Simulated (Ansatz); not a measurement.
Species: fluoro(trimethyl)silane, C3H9FSi, charge 0, multiplicity 1. 
Coordinates optimised at B3LYP-D3(BJ)/def2-TZVP (Ansatz, an electronic-structure program):
SMILES: C[Si](C)(C)F
```xyz
14

C     -0.9203     1.3841    -0.8266
Si     0.0050     0.0086     0.0273
C      1.6628    -0.2998    -0.7689
C     -1.0136    -1.5509     0.1162
F      0.2838     0.4885     1.5487
H     -1.1390     1.1182    -1.8639
H     -1.8692     1.5902    -0.3271
H     -0.3362     2.3067    -0.8340
H      2.2181    -1.0743    -0.2357
H      1.5403    -0.6284    -1.8040
H      2.2715     0.6068    -0.7757
H     -1.2358    -1.9261    -0.8860
H     -1.9634    -1.3728     0.6247
H     -0.4838    -2.3373     0.6578
```

Atomisation energy built up term by term with Ansatz (kcal/mol; UHF references for open shells; valence terms freeze the core; atomic spin-orbit terms are left out). Basis-set limits of correlation are two-point, X^-3; Hartree-Fock from the larger set.

```
term                                            basis  kcal/mol
-----------------------  ----------------------------  --------
Hartree-Fock                              cc-pV(Q+d)Z       [?]
CCSD correlation         CBS(cc-pV(T+d)Z,cc-pV(Q+d)Z)    285.98
(T)                      CBS(cc-pV(T+d)Z,cc-pV(Q+d)Z)       [?]
core correlation                            cc-pwCVTZ      3.78
scalar relativity (X2C)    cc-pVTZ-DK against cc-pVTZ     -1.51
sum: De                                                     [?]
```

Problem. Complete the blanks.

Solution. 
- Hartree-Fock, kcal/mol: 1000.84
- (T), kcal/mol: 15.28
- sum: De, kcal/mol: 1304.4
